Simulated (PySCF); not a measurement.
# Worked example: entropy of an ideal gas

CdS, SMILES [Cd]=[S].

Geometry: r2SCAN-D4/def2-TZVPD. The def2 effective core potentials stand for the cores of Cd; spin–orbit coupling is left out.

PySCF with r2SCAN-D4/def2-TZVPD gives the harmonic wavenumbers 394 cm⁻¹ and the rotational temperature 0.1955 K. The molar mass is 144.47 g/mol, the symmetry number 1, the spin multiplicity 1.

Question: Work out the entropy at 298.15 K and 1 atm in the rigid-rotor, harmonic-oscillator model.

Answer: 
Translation (Sackur–Tetrode at 1 atm): S = R[1.5 ln M + 2.5 ln T − 1.16487] = 170.8 J/(mol K).
Rotation: q = T/(σ θ) = 1530, S = R[ln q + 1] = 69.3 J/(mol K).
Vibration: with u = 1.4388 ν/T, each mode gives R[u/(e^u − 1) − ln(1 − e^−u)]:
```csv
ν (cm⁻¹),modes,u,S (J/(mol K))
394,1,1.90,4.12
```
These are all the modes. Sum 4.1 J/(mol K).
Spin: R ln 1 = 0.0 J/(mol K).
Total 244.1 J/(mol K); the program's own thermochemistry gives 244.1. Translation makes up 70 % and vibration 2 %. Anharmonicity, hindered rotation and orbital degeneracy are left out.
